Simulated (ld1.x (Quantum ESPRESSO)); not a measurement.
Results of a calculation; reference values are marked as such.
**Potentials for boron compared**

Generated with ld1.x 7.5 (TM, RRKJ, ultrasoft, PAW), atompaw 4.2 or ONCVPSP 4.0.1. The cutoff is in Ry: for ld1.x and atompaw files where the sum of valence levels is converged to 10 mRy in a Bessel basis, for ONCV files where the hardest occupied wave has 1 mHa per electron of residual kinetic energy. The error is the largest all-electron minus pseudo excitation energy over each file’s own four to seven test configurations (ionisations up to +4, promotions, holes and added fractions of an electron), all of which were solved. The labels leave out finer settings (local radius, basis sizes, second energies), which also bear on the numbers. Spin-polarised tests are not counted. The rows are a selection from randomly drawn settings: files with unsolved tests, undetermined cutoffs or missed reference levels are left out.

```tsv
potential	cutoff (Ry)	largest error (meV)	bound ghosts
PAW, PW91, non-relativistic, rc 1.65/3.30/4.05 (spd), local smoothed, core correction yes, reference 2s2 2p1	6	-4.9	none
ultrasoft, LDA (PZ), fully relativistic, rc 1.55/2.20/2.60 (spd), local smoothed, core correction no, reference 2s1 2p2	12	+116	none
TM semilocal, PBE, scalar-relativistic, rc 1.28/2.70/2.40 (spd), local s, core correction no, reference 2s2 2p1	21	+203	none
PAW, PBE, scalar-relativistic, rc 1.55/3.85 (sp), local smoothed, core correction yes, reference 2s2 2p1	6	-5.8	none
TM semilocal, PBEsol, non-relativistic, rc 1.60/2.15/2.00 (spd), local d, core correction yes, reference 2s2 2p0.5	21	+61	none
```

Question: Fill in the row for B: TM, LDA (PZ), fully relativistic, rc 1.45/2.62/4.15 (spd), local s, core correction no, reference 2s2 2p1.

Answer: cutoff 21 Ry, largest error +221 meV, bound ghosts: none.

Question: Fill in the row for B: ultrasoft, Wu–Cohen, scalar-relativistic, rc 1.60/2.75 (sp), local smoothed, core correction no, reference 2s1.75 2p1.25.

Answer: cutoff 8 Ry, largest error +16 meV, bound ghosts: none.
